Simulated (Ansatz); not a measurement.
`P[NH][ZnH]` + `N=C=O` → `O=C=NP` + `[NH2][ZnH]` at 298.15 K and 1 bar (ligand exchange at a P–N bond).

Gas-phase electronic energies from Ansatz, PBE0-D4/def2-TZVP geometries. CCSD(T)/CBS is the MP2 limit (def2-TZVPP, def2-QZVPP) plus CCSD(T) − MP2 in def2-TZVPP, frozen cores. This one scheme is used for every species. For Zn outer-core shells are correlated without core-valence functions, which leaves a few kJ/mol of doubt a bond. Scalar relativity is left out up to krypton. Each species was taken in one conformer, which may not be the lowest.

```tsv
species	CCSD(T)/CBS energy (Eh)	H − E (kJ/mol)	S (J/(mol·K))
`P[NH][ZnH]`	-2176.41496	121.6	313.0
`N=C=O`	-168.51995	67.5	238.3
`O=C=NP`	-510.05485	97.4	299.6
`[NH2][ZnH]`	-1834.88092	93.2	261.0
```

H − E and S are ideal-gas, rigid-rotor, harmonic terms from PBE0-D4/def2-TZVP, for one conformer and one mirror image of each species. 1 Eh = 2625.50 kJ/mol, R = 8.31446 J/(mol·K).

Q: By hand: ΔE, ΔH, ΔS and ΔG.

A: ΔE = (-510.05485) + (-1834.88092) − (-2176.41496) − (-168.51995) = -0.00086 Eh = -2.3 kJ/mol. Δ(H − E) = 97.4 + 93.2 − 121.6 − 67.5 = 1.5, so ΔH = -0.8 kJ/mol. ΔS = 299.6 + 261.0 − 313.0 − 238.3 = 9.3 J/(mol·K). ΔG = -0.8 − 298.15 × (9.3)/1000 = -3.6 kJ/mol.

Q: By hand: the equilibrium constant, and the temperature at which ΔG would vanish if ΔH and ΔS stayed fixed.

A: log₁₀ K = −ΔG/(RT ln 10) = 0.6. ΔH and −TΔS have one sign here, so there is no such temperature. One of them is within its doubt of zero, so this could turn.

TΔS isn't small against ΔH here. The sign of ΔG lies within the doubt. A doubt of 5 kJ/mol in ΔE shifts log₁₀ K by 0.9 here. Other conformers and mirror images would add mixing entropy, several J/(mol·K) or more a flexible species. These are equilibria of isolated gas molecules and say nothing of rates. Largest T1 diagnostic: 0.018 (customary marks: 0.02 for closed shells, 0.045 for open ones).
